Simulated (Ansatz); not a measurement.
CH$_{5}$ClFInSi, SMILES `[F][InH][CH]([SiH3])Cl` from Hartree–Fock to CCSD(T)

Z-matrix (Å, degrees):
```
In
C 1 2.154
F 1 1.964 2 106.9
Cl 1 3.104 2 34.6 3 110.3
H 1 1.698 2 139.0 3 174.8
Si 2 1.878 1 114.7 3 8.7
H 2 1.091 1 111.0 3 136.3
H 6 1.487 2 109.6 1 -176.1
H 6 1.488 2 107.4 1 65.0
H 6 1.480 2 109.9 1 -55.3
```

The species carries charge 0 and has multiplicity 1. Correlated methods include outer-core shells of In, which these sets cover unevenly. In takes the def2 core potential. Geometry: relaxed with PBE0-D4/def2-TZVP. It is one conformer, not always the lowest. Frozen core, restricted reference, Ansatz.

```json
{"basis": "def2-SVP", "HF (Eh)": "-1077.50677", "MP2 corr.": "?", "CCSD corr.": "-0.70445", "(T)": "?", "CCSD(T) total": "?"}
{"basis": "def2-TZVPP", "HF (Eh)": "?", "MP2 corr.": "-1.02996", "CCSD corr.": "-1.06917", "(T)": "-0.03891", "CCSD(T) total": "?"}
{"basis": "def2-QZVPP", "HF (Eh)": "?", "MP2 corr.": "-1.28419", "CCSD corr.": "–", "(T)": "–", "CCSD(T) total": "–"}
```

**Question.** Fill in the withheld values. (Best estimate.)

**Answer.** The calculation gave: def2-SVP MP2 corr.: -0.65173; def2-SVP (T): -0.01804; def2-SVP CCSD(T) total: -1078.22926; def2-TZVPP HF (Eh): -1077.95069; def2-TZVPP CCSD(T) total: -1079.05877; def2-QZVPP HF (Eh): -1077.98091.
